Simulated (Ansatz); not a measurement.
Cost and result for the atomization energy of AlAsH₆O₃ (`[OH][Al-]([OH])([OH])[AsH3+]`) (11 atoms, 10 bonds).

```xyz
11

O    -1.282   -0.010    1.631
Al   -0.263   -0.797    0.506
O     1.305   -1.254    1.008
O    -0.984   -1.649   -0.788
As    0.450    1.368   -0.870
H    -1.003    0.121    2.535
H     1.747   -2.004    0.613
H    -1.934   -1.730   -0.852
H     1.361    1.241   -2.065
H     1.200    2.484   -0.187
H    -0.597    2.230   -1.531
```

Total charge 0; spin multiplicity 1. Correlated methods include outer-core shells of As, which these sets cover unevenly. Scalar relativity is left out up to krypton. The structure was optimised at the PBE0-D4/def2-TZVP level. It is one conformer, not always the lowest. Program: Ansatz. All runs use 8 threads of an AMD EPYC on a shared host. Times are those of one run each, without the atoms' runs, and a repeat can differ threefold. Electronic energies, without spin–orbit coupling; frozen cores. CCSD(T)/CBS adds CCSD(T) − MP2 in def2-TZVPP to the MP2 limit, and its time is that of the two runs behind it. T1 = 0.012. With those shells the extrapolation isn't a true limit. B3LYP takes the VWN-RPA correlation (the form of Gaussian; ORCA's B3LYP/G). HSE06 is the plane-wave form, built on full-range PBE exchange.

CCSD(T)/CBS is a level of theory with its own doubt, some kJ/mol a heavy atom from the limit and from the frozen cores, so smaller differences don't rank the functionals.

```tsv
level	functions	wall time	atomization (kcal/mol)	difference from CCSD(T)/CBS	per bond
PBE-D4/def2-TZVPP (with forces)	267	5.5 s	901.3	-1.7	-0.2
LDA (SPW92)/def2-TZVPP	267	6 s	1029.1	126.1	12.6
BLYP-D4/def2-TZVPP	267	7 s	896.8	-6.2	-0.6
PBE0-D4/def2-TZVPP	267	8.1 s	878.6	-24.4	-2.4
B3LYP-D4/def2-TZVPP (with forces)	267	11 s	893.1	-9.9	-1.0
BHLYP-D4/def2-TZVPP	267	14 s	859.9	-43.1	-4.3
HSE06-D4/def2-TZVPP	267	16 s	878.8	-24.2	-2.4
ωB97X-V/def2-TZVPP	267	22 s	898.9	-4.1	-0.4
ωB97M-V/def2-TZVPP (with forces)	267	22 s	896.3	-6.7	-0.7
CCSD(T)/def2-SVP	122	23 s	824.1	-78.9	-7.9
MP2/def2-QZVPP	510	49 s	908.1	5.1	0.5
CCSD(T)/def2-TZVPP	267	7 min	874.9	-28.1	-2.8
CCSD(T)/CBS(def2)	–	7.8 min	903.0	0.0	0.0
```

From PBE to PBE0 (25 % exact exchange), in def2-TZVPP and without D4, the atomization energy moves by −22.0 kcal/mol: exact exchange takes away binding that semilocal exchange gives to molecules. Leaving LDA and LC-ωPBE aside and taking each functional with its dispersion term where it has one, the values spread over 41.5 kcal/mol, from BHLYP-D4 to PBE-D4. LDA lies +133.2 kcal/mol from PBE without D4, its usual overbinding. The D4 term adds +8.7 kcal/mol with B3LYP and +4.7 kcal/mol with PBE0; it sums over pairs of atoms, weighted by their polarisabilities, and B3LYP, whose exchange is more repulsive, gets the larger term.
